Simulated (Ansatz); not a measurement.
`C[N](C)[InH][SH]` and `[CH3][Zn][N](C)C` differ in one atom or group.

Ansatz, PBE0-D4/def2-TZVP geometries, multiplicity 1. Each molecule was computed in one conformer, which needn't be the lowest.

Elements past krypton have def2 core potentials. Scalar relativity is left out up to krypton.

| property | `C[N](C)[InH][SH]` |
| --- | --- |
| size of the dipole moment (ωB97M-V/def2-TZVPP) / D | 1.70 |
| HOMO energy (PBE0/def2-TZVPP) / eV | -6.12 |
| HOMO–LUMO gap (PBE/def2-TZVPP) / eV | 3.30 |
| HOMO–LUMO gap (ωB97M-V/def2-TZVPP) / eV | 8.77 |
| LUMO energy (ωB97M-V/def2-TZVPP) / eV | 0.40 |
| HOMO energy (ωB97M-V/def2-TZVPP) / eV | -8.37 |

(1) What does the change do to each property? (Estimate.)

Results:

(1) The calculation gave: 
| property | `[CH3][Zn][N](C)C` | shift |
| --- | --- | --- |
| size of the dipole moment (ωB97M-V/def2-TZVPP) / D | 0.41 | -1.29 |
| HOMO energy (PBE0/def2-TZVPP) / eV | -5.53 | 0.59 |
| HOMO–LUMO gap (PBE/def2-TZVPP) / eV | 3.62 | 0.32 |
| HOMO–LUMO gap (ωB97M-V/def2-TZVPP) / eV | 9.15 | 0.38 |
| LUMO energy (ωB97M-V/def2-TZVPP) / eV | 1.32 | 0.92 |
| HOMO energy (ωB97M-V/def2-TZVPP) / eV | -7.83 | 0.54 |

With PBE0 the HOMO rises by 0.59 eV and the LUMO rises by 1.03 eV, so the gap widens by about 0.44 eV. PBE moves the HOMO by 0.61 eV and ωB97M-V by 0.54 eV. Dipoles are sizes alone; their direction can turn.
